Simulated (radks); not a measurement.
The numbers below are computed, except where a source is named.
Charge is removed step by step from the 3d up level of the titanium ion Ti+, starting from [Ar] 3d(up 2, down 0) 4s1. Level of theory: non-relativistic Kohn-Sham, PBE, spin-polarised, spherical densities, point nucleus; open shells are filled with parallel spins first (a radial shooting solver on a logarithmic mesh with Libxc functionals).

removed (e)  E - E(0) (eV)  eigenvalue (eV)  E minus straight line (eV)
0                    0.000          -12.250                       0.000
0.25                 3.439          -15.300                      -1.229
0.5                  7.667          -18.551                      -1.670
0.75                12.730          -21.986                      -1.275
1                   18.674          -25.592                       0.000

Removing the whole electron costs 18.674 eV by Delta-SCF, against 12.250 eV from minus the eigenvalue at the starting occupation. Slater's transition state (half an electron removed) gives 18.551 eV. Integrating minus the eigenvalue over the occupation (Janak's theorem) gives 18.674 eV. The mean slope of the eigenvalue, de/dn, is 13.3 eV per electron.
